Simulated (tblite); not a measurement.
Isomers of C8H5O (doublet state). Computed with GFN2-xTB (tblite): harmonic, unscaled wavenumbers at the GFN2-xTB geometry, gas phase. The method is semi-empirical: single wavenumbers can be off by several per cent or more. One conformer each. Open shells enter through the occupations alone, without spin polarisation, and single modes of such species can be off by tens of per cent.

Electronic energies: GFN2-xTB at the same geometries; isomer energies are rough at this level and their order can be wrong.

| SMILES | electronic energy, lowest = 0 (kcal/mol) |
| --- | --- |
| C#Cc1ccc([O])cc1 | 0.0 |
| C#Cc1cccc([O])c1 | 3.8 |
| C#C/C(=[C]/C#CC)C=O | 68.9 |

Question: How do GFN2-xTB zero-point energies change the relative energies?

Answer: 
```json
{"SMILES": "C#Cc1ccc([O])cc1", "ZPE (kcal/mol)": "61.0", "of it from modes above 1550 cm⁻¹": "30.1", "electronic (kcal/mol)": "0.0", "with ZPE, lowest = 0 (kcal/mol)": "0.0", "lowest mode (cm⁻¹)": "79", "rings": "1"}
{"SMILES": "C#Cc1cccc([O])c1", "ZPE (kcal/mol)": "60.9", "of it from modes above 1550 cm⁻¹": "28.0", "electronic (kcal/mol)": "3.8", "with ZPE, lowest = 0 (kcal/mol)": "3.7", "lowest mode (cm⁻¹)": "119", "rings": "1"}
{"SMILES": "C#C/C(=[C]/C#CC)C=O", "ZPE (kcal/mol)": "57.5", "of it from modes above 1550 cm⁻¹": "32.9", "electronic (kcal/mol)": "68.9", "with ZPE, lowest = 0 (kcal/mol)": "65.4", "lowest mode (cm⁻¹)": "12", "rings": "0"}
```

The zero-point energies span 3.5 kcal/mol, from `C#C/C(=[C]/C#CC)C=O` to `C#Cc1ccc([O])cc1`. The order is unchanged.
